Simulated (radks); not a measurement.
Q: Species: Pr32+. Configuration: [Ar] 3d9. Method: Dirac Kohn-Sham, LDA (Slater exchange, Perdew-Wang correlation), spin-unpolarised, spherical densities, finite nucleus; open shells fill j = l - 1/2 first; Fermi nuclear charge, rms radius 4.8919 fm; computed with a radial shooting solver on a logarithmic mesh with Libxc functionals. Some entries of the table are withheld. Estimate them.

orbital  occ.  eigenvalue (eV)  <r^2> (bohr^2)
1s1/2       2              (1)       0.0007906
2s1/2       2        -7954.537         0.01242
2p1/2       2              (2)        0.009073
2p3/2       4              (3)         0.01031
3s1/2       2        -2595.480         0.08053
3p1/2       2        -2445.889             (4)
3p3/2       4        -2343.726             (5)
3d3/2       4        -2088.513             (6)
3d5/2       5        -2065.818             (7)

A: 
(1) 1s1/2 eigenvalue (eV): -43009.87
(2) 2p1/2 eigenvalue (eV): -7597.448
(3) 2p3/2 eigenvalue (eV): -7112.761
(4) 3p1/2 <r^2> (bohr^2): 0.07494
(5) 3p3/2 <r^2> (bohr^2): 0.08145
(6) 3d3/2 <r^2> (bohr^2): 0.06452
(7) 3d5/2 <r^2> (bohr^2): 0.06630
